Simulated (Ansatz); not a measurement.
The cluster Rb4Br3. The state is a doublet with charge 0. Geometry PBE-D4/def2-SVP; atoms count from 1.

```xyz
7

Rb    0.455   -1.002   -2.770
Rb    3.684   -4.102   -1.794
Rb   -3.062    3.294    0.660
Rb    0.079    0.187    1.727
Br   -1.657    2.425    3.355
Br   -1.469    1.153   -1.200
Br    1.970   -1.955    0.022
```

In the def2 sets Rb takes a core potential; there is no spin–orbit coupling. Another isomer (doublet) lies 0.42 eV lower at PBE0-D4/def2-TZVP; other spin states weren't run for this one.

(1) Estimate the Mulliken populations from the PBE0/def2-TZVP orbitals of Ansatz.

(2) Where does the spin sit?

(3) And the Mayer bond orders between bonded heavy atoms (over 0.3)?

Answers

(1) 
```csv
atom,charge (e),spin (α − β)
Rb1,0.65,0.22
Rb2,0.18,0.72
Rb3,0.77,0.00
Rb4,0.75,0.05
Br5,-0.77,0.00
Br6,-0.80,0.00
Br7,-0.79,0.00
```
Mulliken values and Mayer orders depend strongly on the basis.

(2) Summed by element: Rb 1.00, Br 0.00, of 1 unpaired in all. Largest on single atoms: Rb2 0.72, Rb1 0.22, Rb4 0.05.

(3) Rb1–Rb2 0.33 (4.58 Å).
